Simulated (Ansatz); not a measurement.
Single points on the cluster Ta₂B₂.

```yaml
crystal:
  periodic: [false, false, false]
  atoms:
    - {symbol: Ta, position_ang: [0.912109, 1.797850, -1.573608]}
    - {symbol: Ta, position_ang: [-1.195504, 1.830529, -0.502858]}
    - {symbol: B, position_ang: [0.660967, 1.823838, 0.541331]}
    - {symbol: B, position_ang: [0.295528, 0.354983, -0.133165]}
basis:
  gaussian: {orbitals: def2-TZVP, initial_orbitals: start.molden}
magnetization: {spin_polarized: true, initial_magnetization: 2}
hamiltonian: {xc: pbe, dispersion: d4}
scf: {omitted_lower_state_checks: [starts]}
output: {orbitals: {seedname: orbitals}}
```

The file start.molden holds the orbitals of an earlier run on this structure, at another level or in another basis.

```sh
$ ansatz run in.yaml --threads 4 --pin off --events-out ev --progress --plain --max-ram 3916MiB
```

Output, abridged:

```
Functional definition: PBE
1012 factors; their error is unknown
mean field evaluation 1: about -4449.2903 eV, gradient 4.7e0 eV
mean field evaluation 2: about -4449.4119 eV, gradient 2.7e-1 eV
mean field evaluation 4: about -4449.4103 eV, gradient 8.0e-2 eV
mean field evaluation 8: about -4449.4105 eV, gradient 2.7e-5 eV
mean field -4449.41046105 eV, -163.5128185250 hartree, gradient 2.7e-5 eV, S^2 2.022750; 0 other end points of the search recorded, 0 dependent functions left out
reference -4449.41049595 eV, -163.5128198072 hartree; 19, 17 occupied and 123, 125 virtual orbitals, 1012 factors
Total energy: -4449.55080361 eV, -163.5179760186 hartree
Checks for a lower state left out: starts
```

Run time 3 s (4 threads of Arm Neoverse V2 on a shared host).

The first input with `hamiltonian: {xc: pbe0, dispersion: d4}` (abridged; 9.5 s):

```
Functional definition: PBE0
mean field -4446.29080068 eV, -163.3981731209 hartree, gradient 4.2e-6 eV, S^2 2.145016
Total energy: -4446.40875283 eV, -163.4025077826 hartree
Checks for a lower state left out: starts
```

As the first input, with `hamiltonian: {xc: {name: wB97M-V}}` (abridged; 46 s):

```
Functional definition: wB97M-V
mean field -4442.39189728 eV, -163.2548910637 hartree, gradient 1.2e-5 eV, S^2 2.210948
Total energy: -4442.39193742 eV, -163.2548925389 hartree
Checks for a lower state left out: starts
```

The first input with `hamiltonian: {xc: {name: B97M-V}}` (abridged; 17 s):

```
Functional definition: B97M-V
mean field -4449.66794109 eV, -163.5222807420 hartree, gradient 7.7e-6 eV, S^2 2.040635
Total energy: -4449.66799102 eV, -163.5222825768 hartree
Checks for a lower state left out: starts
```

As the first input, with `hamiltonian: {xc: pbe}`, `correlation: {method: rpa}` and without the key `output` (abridged; 5.5 s):

```
Functional definition: PBE
mean field -4449.41045194 eV, -163.5128181902 hartree, gradient 3.2e-6 eV, S^2 2.022750
2 core orbitals not correlated: weight in the atoms' cores, before any rotation towards them, 1.000 or more for the frozen orbitals, at most 0.000 for the correlated occupied ones
Total energy: -4437.66861801 eV, -163.0813137522 hartree
Checks for a lower state left out: starts
```

First input, but with `hamiltonian: {xc: {name: wB97X-V}}` (abridged; 37 s):

```
Functional definition: wB97X-V
mean field -4445.05768542 eV, -163.3528569709 hartree, gradient 6.6e-6 eV, S^2 2.211250
Total energy: -4445.05768392 eV, -163.3528569158 hartree
Checks for a lower state left out: starts
```

First input, but with `hamiltonian: {xc: r2scan, dispersion: d4}` (abridged; 18 s):

```
Functional definition: r2SCAN
mean field -4449.78231775 eV, -163.5264840066 hartree, gradient 6.4e-6 eV, S^2 2.152925
Total energy: -4449.80608985 eV, -163.5273576151 hartree
Checks for a lower state left out: starts
```

Geometry: PBE0-D4/def2-TZVP.

In the def2 sets Ta takes a core potential; there is no spin–orbit coupling. Correlated methods freeze 2 core orbitals; core or outer-core shells of Ta are correlated, in sets that lack core-valence functions. At PBE0-D4/def2-TZVP, ωB97M-V/def2-TZVP, ωB97X-V/def2-TZVP, r2SCAN-D4/def2-TZVP the charge 0 triplet is spin-contaminated (final ⟨S²⟩ up to 2.21, 2.00 for a pure state). At PBE0-D4/def2-TZVP a singlet of charge 0 lies 0.17 eV below the triplet, each at its own geometry. The structure comes from a short search, and lower isomers may exist.
